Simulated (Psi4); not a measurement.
C5H15NSi, triplet, at the geometry of the source list (a higher spin typed on purpose: for a closed-shell molecule this is an excited state). Base run: SVWN/6-31G* in Psi4.

Geometry (Å):
```xyz
22

C      1.6864    -1.0064     1.0319
N      1.1013    -0.0233     0.1528
C      1.9874     0.3041    -0.9377
Si    -0.6186     0.1507     0.0057
C     -1.4806    -1.2112    -1.0321
C     -1.3485     0.1226     1.7638
C     -0.9548     1.8366    -0.8123
H      1.0326    -1.1792     1.8811
H      1.8591    -1.9619     0.5212
H      2.6493    -0.6416     1.4003
H      2.1807    -0.5619    -1.5830
H      1.5555     1.0971    -1.5401
H      2.9458     0.6494    -0.5400
H     -1.3204    -2.1970    -0.6032
H     -2.5537    -1.0549    -1.0922
H     -1.0993    -1.2346    -2.0498
H     -0.8021     0.7766     2.4358
H     -1.3398    -0.8759     2.1907
H     -2.3811     0.4552     1.7494
H     -2.0037     2.0985    -0.7204
H     -0.7189     1.8274    -1.8722
H     -0.3764     2.6298    -0.3495
```
Charge 0, spin multiplicity 3.
Orbitals are unrestricted.
All else is at Psi4's defaults (density fitting, Cartesian functions).
Base energy -541.37207 Eh.

The base run was repeated with changes; each row names its change, and settings that it needs were set with it.

| change | ΔE vs base (mEh) | SCF cycles | grid points | basis functions |
|---|---|---|---|---|
| base | 0.000 | 12 | 463468 | 139 |
| basis_guess = true | 0.000 | 8 | 463468 | 139 |
| dft_pruning_scheme = treutler | -0.015 | 12 | 251394 | 139 |
| scf_type = direct | 0.167 | 14 | 463468 | 139 |
| dft_radial_points = 50 | -0.043 | 12 | 313901 | 139 |
| dft_basis_tolerance = 1e-8 | 0.000 | 12 | 462226 | 139 |
| df_basis_scf = cc-pvqz-jkfit | 0.155 | 12 | 463468 | 139 |
| guess = gwh | 0.000 | 16 | 463468 | 139 |
| df_basis_scf = cc-pvtz-jkfit | 0.117 | 12 | 463468 | 139 |
| dft_nuclear_scheme = becke | -0.034 | 12 | 460044 | 139 |
| damping_percentage = 20 | -0.001 | 24 | 463468 | 139 |
| soscf = true | 0.000 | 14 | 463468 | 139 |
| scf_type = cd | -0.755 | 12 | 463468 | 139 |

Open shells are given as the SCF converged; they aren't shown to be the lowest states, and a large step between rows can be another state.
